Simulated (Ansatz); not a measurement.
PbCl4. The state is a triplet with charge 0. Geometry PBE-D4/def2-SVP, that of the neutral singlet; atoms count from 1.

```xyz
5

Pb    0.0000    0.0000    0.0000
Cl   -0.6989    2.2800    0.5479
Cl   -1.8467   -1.5456    0.4340
Cl    1.9227   -0.6180    1.3814
Cl    0.6229   -0.1164   -2.3633
```

In the def2 sets Pb takes a core potential; there is no spin–orbit coupling. At PBE0-D4/def2-TZVP a singlet of charge 0 lies 2.85 eV below the triplet at the same geometry.

Q: Estimate the Mulliken populations from the PBE0/def2-TZVP orbitals of Ansatz.

A: 
```csv
atom,charge (e),spin (α − β)
Pb1,0.94,0.24
Cl2,-0.24,0.44
Cl3,-0.24,0.44
Cl4,-0.24,0.44
Cl5,-0.24,0.44
```
Mulliken values depend strongly on the basis.

Q: Where does the spin sit?

A: Summed by element: Pb 0.24, Cl 1.76, of 2 unpaired in all. Largest on single atoms: Cl3 0.44, Cl4 0.44, Cl2 0.44.

Q: And the Mayer bond orders between heavy atoms (over 0.3)?

A: Pb1–Cl2 0.72 (2.45 Å); Pb1–Cl3 0.72 (2.45 Å); Pb1–Cl4 0.72 (2.45 Å); Pb1–Cl5 0.72 (2.45 Å).
